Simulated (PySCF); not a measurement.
A calculated (UHF, PySCF 2.14, x2c-TZVPall, the spin-free X2C one-electron Hamiltonian (Gaussian nucleus)) atom or ion has these occupied shells.

```csv
shell,electrons,orbital energy (eV),"rms radius, mean of both spins (bohr)"
1s α,1,-34735.8,0.0305
1s β,1,-34735.7,0.0305
2s α,1,-5516.2,0.124
2s β,1,-5516.1,0.124
2p α,3,-4947.7,0.111
2p β,3,-4947.6,0.111
3s α,1,-1180.0,0.326
3s β,1,-1179.9,0.326
3p α,3,-991.57,0.326
3p β,3,-991.45,0.326
3d α,5,-710.43,0.304
3d β,5,-710.38,0.304
4s α,1,-239.56,0.762
4s β,1,-239.31,0.762
4p α,3,-177.15,0.815
4p β,3,-176.87,0.815
4d α,5,-82.779,0.944
4d β,5,-82.586,0.944
5s α,1,-37.775,1.98
5s β,1,-35.062,1.98
5p α,3,-22.039,2.37
5p β,2,-20.903,2.37
```

Name the element and its charge.

Xe⁺ (xenon, charge +1), in [Kr] 4d10 5s2 5p5, 2P determinant.
